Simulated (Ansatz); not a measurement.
Abridged output of a molecular run in Ansatz:

```
Functional definition: HF
1609 factors; integrals over basis functions are off by at most 8.2e-4 eV
mean field evaluation 1: about -24574.7382 eV, gradient 3.4e1 eV
mean field evaluation 2: about -24575.0515 eV, gradient 3.5e1 eV
mean field evaluation 4: about -24577.9852 eV, gradient 4.7e0 eV
mean field evaluation 8: about -24578.0498 eV, gradient 2.1e-1 eV
mean field -24578.04995781 eV, -903.2266763490 hartree, gradient 2.0e-6 eV, S^2 0.000000; 0 other end points of the search recorded, 0 dependent functions left out
13 core orbitals not correlated: weight in the atoms' cores, before any rotation towards them, 1.000 or more for the frozen orbitals, at most 0.000 for the correlated occupied ones
reference -24578.04995781 eV, -903.2266763490 hartree; 16, 16 occupied and 246, 246 virtual orbitals, 1609 factors
second order -24.35397459 eV of doubles, -0.00000000 eV of singles
cycle   1  -25.16142632 eV  change   -8.1e-1 eV  update   1.0e-1
cycle   2  -25.78871671 eV  change   -6.3e-1 eV  update   3.0e-2
cycle   3  -25.91499674 eV  change   -1.3e-1 eV  update   1.4e-2
cycle   4  -25.90523869 eV  change    9.8e-3 eV  update   3.0e-3
cycle   5  -25.90469311 eV  change    5.5e-4 eV  update   1.2e-3
cycle   6  -25.90515378 eV  change   -4.6e-4 eV  update   3.6e-4
cycle   7  -25.90499384 eV  change    1.6e-4 eV  update   1.3e-4
cycle   8  -25.90496896 eV  change    2.5e-5 eV  update   4.6e-5
cycle   9  -25.90498649 eV  change   -1.8e-5 eV  update   1.6e-5
perturbative correction -0.99346696 eV, -0.0365092373 hartree
Total energy: -24604.94841126 eV, -904.2151762808 hartree
```

Its atoms:

Cartesian coordinates in Å:
```
Si -0.811 -1.239 1.503
O -0.569 -0.512 0.045
C 0.446 0.440 -0.173
C 0.350 0.886 -1.612
Cl 1.609 2.092 -1.956
H -1.116 -0.224 2.549
H 0.404 -1.991 1.921
H -1.956 -2.159 1.321
H 1.438 0.009 0.014
H 0.325 1.305 0.491
H 0.497 0.046 -2.290
H -0.617 1.346 -1.812
```

Q: Which basis set was used?
A. def2-TZVPP
B. def2-QZVPP
C. def2-SVPD
D. def2-TZVPPD

A: A. It gives 275 functions.

Q: Write the keys of the input that set method, charge and spin (a neutral closed shell needs none for the last two).

A: 
```yaml
correlation: {method: ccsd_t}
```
